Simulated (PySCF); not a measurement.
A GIAO shielding run with PySCF (density fitting, non-relativistic, gas phase) on SMILES C/N=C/C#CC[Si@@H]1C[C@H]1F, C₇H₁₀FNSi:

```
$ OMP_NUM_THREADS=1 python probes_run.py task.json out

{"job": {"kind": "nmr", "xc": "PBE0", "basis": "pcSseg-1"}, "charge": 0, "multiplicity": 1}
C      4.019163     1.272937    -0.034571
N      2.897760     0.396457     0.007194
C      1.978100     0.507186    -0.849457
C      0.849666    -0.335828    -0.841660
C     -0.124066    -1.044838    -0.877911
C     -1.301310    -1.870366    -0.886896
Si    -2.640597    -1.147139     0.265942
C     -2.643241     0.714374     0.567213
C     -2.059591    -0.097124     1.733307
F     -2.805531    -0.059477     2.887298
H      4.922778     0.666940    -0.122166
H      4.072989     1.805508     0.916782
H      3.984431     2.001121    -0.859232
H      1.988064     1.264384    -1.653795
H     -1.039141    -2.879868    -0.565127
H     -1.694286    -1.937381    -1.903155
H     -3.874976    -1.904075     0.372133
H     -1.945313     1.369899     0.065069
H     -3.571591     1.216673     0.800252
H     -1.018457     0.071295     1.990542
```

Hardware: 1 thread of an Arm Neoverse N1, shared host. The job also computes population analyses, field gradients, ring-centre shieldings.

Task: How large is the calculation?

Result: 82 electrons, 227 basis functions and 1191 auxiliary functions.

Task: How long does it take, and how much memory does it need?

Result: 110 s of wall time, with 15 SCF cycles and 5 response iterations; peak memory 1 GiB. Times on a shared host scatter by some tens of per cent.
